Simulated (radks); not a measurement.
Results of a calculation; reference values are marked as such.
Excited configurations of neutral argon: one electron is placed in a higher orbital outside [Ne] 3s2 3p5. The ground configuration is [Ar]. Level of theory: non-relativistic Kohn-Sham, BLYP, spin-unpolarised, spherical densities, point nucleus (a radial shooting solver on a logarithmic mesh with Libxc functionals). Excitation = E - E(ground); binding = E(ion) - E, where the ion is the core of charge +1; n* = 1/sqrt(2 binding) in atomic units, and the quantum defect is n - n*.

| outer orbital | excitation (eV) | binding (eV) | n* | <r> (bohr) |
|---|---|---|---|---|
| 3d | 14.056 | 1.878 | 2.691 | 7.794 |
| 4s | 11.789 | 4.145 | 1.812 | 5.165 |
| 4d | 14.648 | 1.287 | 3.251 | 13.27 |
| 5s | 14.050 | 1.885 | 2.687 | 11.24 |
| 6p | 15.022 | 0.913 | 3.860 | 23.07 |

The Delta-SCF ionisation energy is 15.935 eV (NIST Atomic Spectra Database: 15.760 eV, measured). Self-interaction in the functional shifts the binding energies and quantum defects, so they are the method's values and not measured ones. Spin polarisation and multiplet splitting are left out, so open shells lie too high by an amount that depends on their filling.

Beside tabulated values, note that spin-unpolarised runs miss the spin-polarisation part of the exchange energy of open shells.
